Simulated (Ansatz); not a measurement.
Reaction (cleavage of the Si–Si bond): `[SiH3][SiH2][SiH3]` + `O[CH2][ZnH]` → `[SiH3]O[CH2][ZnH]` + `[SiH3][SiH3]`

Gas-phase electronic energies from Ansatz, PBE0-D4/def2-TZVP geometries. CCSD(T)/CBS adds triple-zeta CCSD(T) − MP2 to the extrapolated MP2 energy (def2 sets, frozen cores). Functionals use def2-TZVPP. B3LYP here is the variant with VWN-RPA as its local correlation; programs differ in this. For Zn outer-core shells are correlated without core-valence functions, which leaves a few kJ/mol of doubt a bond. Scalar relativity is left out up to krypton. Each species was taken in one conformer, which may not be the lowest.

```csv
level,ΔE (kcal/mol),difference from CCSD(T)/CBS
PBE-D4,-14.8,6.3
PBE0-D4,-16.6,4.5
B3LYP-D4,-20.9,0.2
CAM-B3LYP-D4,-22.9,-1.8
PBE-QIDH,-20.1,1.0
PBE,-14.9,6.2
revPBE,-14.5,6.6
PBE0,-16.8,4.3
CAM-B3LYP,-23.2,-2.1
CCSD/def2-SVP,-21.3,-0.2
HF/def2-TZVPP,-27.3,-6.2
SCS-MP2/def2-TZVPP,-24.3,-3.2
CCSD/def2-TZVPP,-22.3,-1.2
CCSD(T)/def2-TZVPP,-21.5,-0.4
MP2/def2-QZVPP,-23.1,-2.0
SCS-MP2/def2-QZVPP,-24.2,-3.1
CCSD(T)/CBS,-21.1,0
```

Largest T1 diagnostic among the species: 0.014.

From r2SCAN to r2SCAN0 (25 % exact exchange), in def2-TZVPP and without D4, ΔE moves by −0.9 kcal/mol. Leaving LDA and LC-ωPBE aside and taking each functional with its dispersion term where it has one, the values, not all of them listed here, spread over 8.5 kcal/mol, from BHLYP-D4 to PBE-D4. LDA lies −1.0 kcal/mol from PBE without D4. In def2-TZVPP, CCSD(T) changes the Hartree–Fock value by +5.8 kcal/mol (the triples alone add +0.8 kcal/mol) and MP2 by +4.1 kcal/mol.
